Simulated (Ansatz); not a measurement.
A single C atom.

ROHF-CCSDT on triplet C was run in several spherical basis sets with Ansatz (development build ahead of 0.2.0). Frozen core: 1 orbital.

(1) Rank the basis sets by the total energy that they give, lowest first, with the distance from the lowest.
A. cc-pVTZ
B. STO-3G
C. def2-SVP
D. 6-31G
E. cc-pVDZ

## Answers

(1) A (0.00 eV), E (0.56 eV), C (1.78 eV), D (1.79 eV), B (15.31 eV).

Totals follow the description of the cores as much as that of the bonds, so this order isn't one of quality for chemistry.
